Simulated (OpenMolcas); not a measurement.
## Cu2+: effect of the IPEA shift

```
Program             : OpenMolcas 26.06
Basis               : ANO-RCC-VQZP [7s6p4d3f2g1h]
Scalar Hamiltonian  : DKH2, point nucleus
Active space        : 9 electrons in 6 orbitals (3d 4s)
State averaging     : 2S+1 = 2 even, 29 roots; 2S+1 = 4 even, 10 roots kept (CI in the orbitals of an earlier block)
Spin-orbit coupling : state interaction with AMFI integrals over the reference wave functions, term energies averaged over their components
```

Methods on the same reference wave functions:
A. CASSCF
B. MS-CASPT2, IPEA 0.25 Eh, imaginary shift 0.1 Eh (closed shells correlated: 3s 3p)
C. MS-CASPT2, IPEA 0.5 Eh, imaginary shift 0.1 Eh (closed shells correlated: 3s 3p)

Energies in cm⁻¹ above 3d⁹ ²D_5/2, the measured ground level; measured values from Sugar and Musgrove, J. Phys. Chem. Ref. Data 19, 527 (1990).

| Level | A | B | C | Measured |
| --- | --- | --- | --- | --- |
| 3d⁹ ²D_5/2 | 0.0 | 0.0 | 0.0 | 0.0 |
| 3d⁹ ²D_3/2 | 2207 | 2210 | 2210 | 2072 |
| 3d⁸ 4s ⁴F_9/2 | 33701 | 62250 | 62820 | 60805 |
| 3d⁸ 4s ⁴F_7/2 | 34935 | 63450 | 64020 | 62065 |
| 3d⁸ 4s ⁴F_5/2 | 35980 | 64500 | 65080 | 63149 |
| 3d⁸ 4s ⁴F_3/2 | 36715 | 65230 | 65810 | 63887 |
| 3d⁸ 4s ²F_7/2 | 40590 | 67880 | 68530 | 67017 |
| 3d⁸ 4s ²F_5/2 | 42534 | 69780 | 70430 |  |

Deviations, from unrounded energies. A percentage is the sum of absolute deviations over the sum of measured energies, with the sign that they share, or ± where signs differ.

```csv
Against measurement,Levels,A,B,C
mean absolute deviation (cm-1),6,23000,1100,1600
fine structure of the ground term (%),1,+6.5,+6.5,+6.5
other configurations (%),5,-42.6,+2.0,+2.9
```

B lies closest to measurement on these levels and A furthest from it. The largest miss of B in the table is 3d⁸ 4s ⁴F_9/2, by +1400 cm-1. The ranking rests on the paired levels alone, and a cruder setting can come out closer through cancelling errors.

Between B and C the level of the table that moves most is 3d⁸ 4s ²F_5/2, by 650 cm-1 (lowest in B, highest in C). Moves below CASPT2's spread within the term are not significant.

The mean deviations of B to C differ by less than CASPT2's widest spread within a term (1100 cm-1), so their order carries little weight.

The lowest spin-free term lies below A's lowest term by 0.880 hartree in B, 0.877 hartree in C.

CASPT2 does not keep the components of a term degenerate, so their means are used; among the terms shown or strongly mixed into the levels shown the widest spread is 1100 cm-1 (3d⁸ 4s ²F, B). Terms from blocks run as CI alone lack orbitals of their own. A single d shell beside an s shell can misplace configurations of different d count against each other. Without dynamic correlation excited terms often stand tens of per cent too high (terms of higher spin than the ground term too low), and those without a measured partner can miss by more than the paired ones (holds for A). Computed and measured levels are paired by configuration, term and J; levels that our copy of the source lacks, or whose pairing is in doubt (as where it misses far off the trend of its configuration), stay unpaired and out of the deviations. Levels of configurations outside the active space are missing. Levels that lie high or do not pair safely by name in every column are left out.
